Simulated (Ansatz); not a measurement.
A nudged elastic band was laid between two geometries of GeH$_{6}$N$_{2}$ (9 atoms, charge 0, multiplicity 1).

The calculation used Ansatz 0.2.0, RKS B3LYP/def2-SVPD.

```
movable images  : 9
climbing image  : yes
spring          : 5.0 eV/Å²
optimiser       : quadratic models (default)
start path      : through a guess of the saddle point
force threshold : 0.05 eV/Å
iteration limit : 44
end points      : relaxed
```

Image 0:

```xyz
9
Properties=species:S:1:pos:R:3
N -1.087 0.641 -0.877
Ge 0.541 0.282 -0.091
N 0.198 -1.143 1.025
H -1.500 -0.095 -1.439
H -1.199 1.539 -1.335
H 0.950 1.612 0.586
H 1.669 -0.216 -1.025
H 0.991 -1.673 1.367
H -0.474 -0.994 1.771
```

Image 10:

```xyz
9
Properties=species:S:1:pos:R:3
N -0.872 0.695 -1.200
Ge 0.570 0.271 -0.136
N 0.158 -1.095 1.046
H -1.414 -0.074 -1.580
H -1.491 1.427 -0.868
H 0.959 1.607 0.538
H 1.709 -0.301 -0.998
H 0.923 -1.688 1.352
H -0.454 -0.888 1.828
```

Task: What changes between the two ends?

Result: No bond is made or broken. The height of N1 over the plane of its neighbours goes from -0.27 to 0.28 Å.

Task: Give the energies along the band, and the barrier.

Result: The run converged. The highest image is number 6 of 0 to 10, 0.029 eV above the first end and 0.012 eV above the last; the last end lies 0.017 eV above the first. A vibrational analysis at the climbing image gives one clearly imaginary mode, 275i cm⁻¹: a first-order saddle point.

| image | path coordinate (Å) | energy (eV) | height of N1 over the plane of its neighbours (Å) |
| --- | --- | --- | --- |
| 0 | 0.00 | 0.000 | -0.27 |
| 1 | 0.13 | 0.002 | -0.25 |
| 2 | 0.27 | 0.014 | -0.15 |
| 3 | 0.40 | 0.027 | -0.02 |
| 4 | 0.53 | 0.028 | 0.12 |
| 5 | 0.65 | 0.026 | 0.16 |
| 6 | 0.78 | 0.029 | 0.04 |
| 7 | 0.89 | 0.026 | 0.15 |
| 8 | 0.99 | 0.020 | 0.23 |
| 9 | 1.10 | 0.018 | 0.27 |
| 10 | 1.21 | 0.017 | 0.28 |

Task: What is the geometry of the highest image?

Result: 
```xyz
9
Properties=species:S:1:pos:R:3
N -0.955 0.631 -1.059
Ge 0.568 0.264 -0.120
N 0.195 -1.123 1.041
H -1.523 -0.083 -1.493
H -1.359 1.556 -1.094
H 0.952 1.615 0.529
H 1.718 -0.281 -0.993
H 0.975 -1.667 1.394
H -0.482 -0.957 1.778
```

Task: What are the harmonic wavenumbers there?

Result: 275i, 174, 197, 318, 418, 519, 646, 675, 698, 765, 854, 881, 895, 1545, 1550, 2095, 2118, 3550, 3605, 3654, 3724 cm⁻¹.

The band took 12 iterations and roughly 19 core-minutes.

Run time: 9.9 min on 2 threads of Arm Neoverse N1, on a shared host, peak memory 0.31 GiB.
